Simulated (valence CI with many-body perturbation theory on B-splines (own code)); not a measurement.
Results of a calculation; reference values are marked as such.
Ar XIII in three bases

Level of theory: valence CI with perturbative core correlation (CI+MBPT): four valence electrons over a frozen Dirac-Fock core [He], a basis of 9 s, 9 p, 8 d, 6 f, 3 g, 1 h functions for each j, with the one-electron correlation potential Σ1, the two-electron term Σ2, the three-electron term Σ3, Breit, model QED; selected CI, second order for the rest, scaled by the run's own slope (own B-spline code, finite nucleus).

No measured spectrum was set against this ion. As an estimate, levels of excited configurations hold to 0.05 to 0.15 % of their energy, terms of the ground configuration to about 0.5 %. Among the levels kept, up to 330 cm⁻¹ of a level comes from second order outside the variational space, and about a tenth of that is noise between levels of different J, which matters for small intervals.

The reference run has the lowest level 2s2 2p2 3P_0 and an ionisation energy of 685.896 eV. Its largest variational space holds 23221 state functions.

Changed runs:
A. basis 6 s, 6 p, 5 d, 3 f, 1 g
B. basis 5 s, 5 p, 4 d, 2 f

Excitation energies of the reference run in cm⁻¹, and shifts in cm⁻¹:

| Level | Reference | A | B |
| --- | --- | --- | --- |
| 2s2 2p2 3P_1 | 9854 | -4.9 | -13 |
| 2s2 2p2 3P_2 | 21845 | -0.4 | -2.5 |
| 2s2 2p2 1D_2 | 85215 | +156 | +467 |
| 2s2 2p2 1S_0 | 162477 | +226 | +666 |
| 2s 2p3 5S°_2 | 227260 | -253 | -769 |
| 2s 2p3 3D°_2 | 422764 | +85 | +261 |
| 2s 2p3 3D°_1 | 423313 | +83 | +260 |
| 2s 2p3 3D°_3 | 424042 | +86 | +257 |
| 2s 2p3 3P°_0 | 495663 | +153 | +469 |
| 2s 2p3 3P°_1 | 496011 | +152 | +466 |
| 2s 2p3 3P°_2 | 497223 | +152 | +463 |
| 2s 2p3 1D°_2 | 626240 | +280 | +873 |
| Ionisation energy (eV) | 685.896 | -0.019 | -0.062 |
